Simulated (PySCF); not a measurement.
## Relaxation of triplet RhH₇

All numbers come from UPBE0 in PySCF with Rh def2-TZVP with ECP28, H def2-TZVP; scalar-relativistic core potentials, no spin–orbit coupling; density-fitted integrals. A (50,194) grid was used.

A hand-made capped octahedral start, of C3v symmetry, held to at least that symmetry:

```xyz
8
charge 0 multiplicity 3, angstrom
Rh    0.0000    0.0000    0.0022
H     0.0001    0.0000    1.5722
H     1.5165    0.0000    0.4084
H    -0.7582    1.3133    0.4085
H    -0.7582   -1.3133    0.4085
H     0.6013    1.0416   -1.0071
H    -1.2028    0.0000   -1.0069
H     0.6013   -1.0416   -1.0071
```

(1) What does it relax to?

(2) How much energy is released, and in how many steps?

## Answers

(1) It ends at C3v with Rh–H 1.582 Å (×3), Rh–H 1.601 Å (×3), Rh–H 1.624 Å; H–Rh–H 58.8° (×3), H–Rh–H 77.2° (×6), H–Rh–H 85.8° (×3), H–Rh–H 119.5° (×3), H–Rh–H 128.7° (×3), H–Rh–H 145.5° (×3) (after a last refinement on a finer grid). A frequency run shows 5 imaginary modes, down to 392i cm⁻¹, so it is a higher-order saddle point.

(2) 97.6 kJ/mol in 12 steps.

Other spin states or occupations of the open shell can lie lower. At this level a singlet minimum of Cs symmetry lies 342 kJ/mol below this structure.

The relaxation took of the order of 90 core-seconds on a shared host.
